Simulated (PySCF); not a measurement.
## Deuteron quadrupole couplings in `C=CCC[N+](=C)C`

C6H12N (charge +1).
Z-matrix (Å and degrees, PBE0-D3(BJ)/def2-SVP geometry), rows numbered from 1:
```
C 
C   1  1.3356
C   2  1.5001  1  124.35
C   3  1.5349  2  113.07  1    93.52
N   4  1.4716  3  111.54  2    55.11
C   5  1.2777  4  120.86  3   -92.60
C   5  1.4598  4  116.55  3    83.21
H   1  1.0929  2  121.30  3   179.89
H   1  1.0954  2  121.82  3     1.62
H   2  1.0973  1  118.66  3  -179.48
H   3  1.1011  2  110.66  1   -24.72
H   3  1.1019  2  110.90  1  -142.31
H   4  1.0990  3  111.54  2   175.22
H   4  1.0981  3  110.25  2   -64.22
H   6  1.0942  5  119.94  4   176.03
H   6  1.0936  5  119.47  4    -3.99
H   7  1.0992  5  108.77  4    65.42
H   7  1.0989  5  108.92  4   -53.13
H   7  1.0958  5  110.31  4  -173.81
```

Level: PBE0/pcSseg-1 (PySCF, non-relativistic); Q(2H) = 0.00286 b; rigid geometry, the same for H and D, with no vibrational averaging.

Question: Rank these positions by the coupling χzz of a deuteron there, largest first.
A. H19 (methyl hydrogen)
B. H14 (methylene hydrogen)
C. H10 (vinylic hydrogen)

Answer: C (198 kHz), A (190 kHz), B (186 kHz).

Q: What are Vzz, η and χzz (234.96 MHz × Q × Vzz) at all hydrogens?

A: 
```tsv
atom	bonded to	bond length (Å)	Vzz (au)	η	χzz (kHz)
H8	C1	1.093	0.3005	0.04	202
H9	C1	1.095	0.2970	0.04	200
H10	C2	1.097	0.2950	0.07	198
H11	C3	1.101	0.2805	0.03	188
H12	C3	1.102	0.2813	0.03	189
H13	C4	1.099	0.2761	0.10	186
H14	C4	1.098	0.2768	0.11	186
H15	C6	1.094	0.2815	0.04	189
H16	C6	1.094	0.2818	0.05	189
H17	C7	1.099	0.2779	0.09	187
H18	C7	1.099	0.2791	0.09	188
H19	C7	1.096	0.2834	0.11	190
```

Q: How does χzz go with the bond length over the 12 C–H bonds?

A: A straight-line fit has a slope of -10.5 kHz for each 0.01 Å, with a correlation coefficient of -0.54, over lengths from 1.093 to 1.102 Å.

Q: Give the 2H NMR doublet splittings at H13 for a magnetic field along the z, y and x axes of the gradient: 3χ/2, 3χ(1 + η)/4, 3χ(1 − η)/4.

A: With |χ| = 185.5 kHz and η = 0.097: 278, 153 and 126 kHz, to first order and without motion.

Geometry: PBE0-D3(BJ)/def2-SVP, one conformer, isolated ion. These gradients aren't converged with respect to the basis.

The run behind these numbers computed NMR shieldings as well. The run took 43 s wall on an Arm Neoverse N1 with one thread (shared host).
